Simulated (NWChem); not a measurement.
**Ionisation of C2H7N2**

SMILES: NC[CH]N
```xyz
11

N      1.5196    -0.2558     0.2230
C      0.6332     0.7201    -0.2055
C     -0.7273     0.2432    -0.5807
N     -1.2635    -0.6102     0.4739
H      1.0368    -0.9904     0.7381
H      2.3464     0.0770     0.7062
H      1.0599     1.5904    -0.7132
H     -1.3583     1.1189    -0.8364
H     -0.6878    -0.3801    -1.5018
H     -1.5192    -0.0452     1.2824
H     -2.1058    -1.0887     0.1640
```
Charge 0, spin multiplicity 2.

Program: NWChem. All single points use one geometry, from UPBE0/def2-SVP, a minimum by its harmonic frequencies. It is one conformer; others weren't searched.

Basis set: def2-TZVP. The species with one electron less has spin multiplicity 1 and keeps the geometry of the parent. Δ marks differences of total energies (open shells unrestricted). −ε marks an orbital energy of the parent. That orbital need not have the symmetry of the hole or added electron in the Δ rows. That singlet is a closed-shell solution.

B3LYP has NWChem's definition, with VWN1-RPA local correlation. The structure started from a generated list of species. No SCF solution was tested for a lower state.

### Question
Order these methods by the first vertical ionisation energy they give, lowest first: −ε(alpha HOMO) of B3LYP, −ε(alpha HOMO) of BHandHLYP, G0W0@PBE0, G0W0@LDA (SVWN5), ΔB3LYP, −ε(alpha HOMO) of PBE.

### Answer
−ε(alpha HOMO) of PBE (2.81 eV), −ε(alpha HOMO) of B3LYP (3.87 eV), −ε(alpha HOMO) of BHandHLYP (5.34 eV), G0W0@LDA (SVWN5) (5.46 eV), G0W0@PBE0 (6.08 eV), ΔB3LYP (6.46 eV)
